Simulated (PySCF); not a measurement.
A structure optimised at PBE0-D3(BJ)/def2-TZVP, used in a PySCF frequency run:

```
C
H 1 1.0913
H 1 1.1011 2 108.58
H 1 1.1011 2 108.58 3 114.40
N 1 1.4296 2 110.79 3 -122.80
H 5 1.0247 1 106.90 2 180.00
```
Charge 0, spin multiplicity 2.

Q: Write its SMILES, formula and point group.

A: C[NH], CH₄N, Cs

Q: What are its rotational constants (standard atomic weights)?

A: 125.18, 25.706, 24.540 GHz
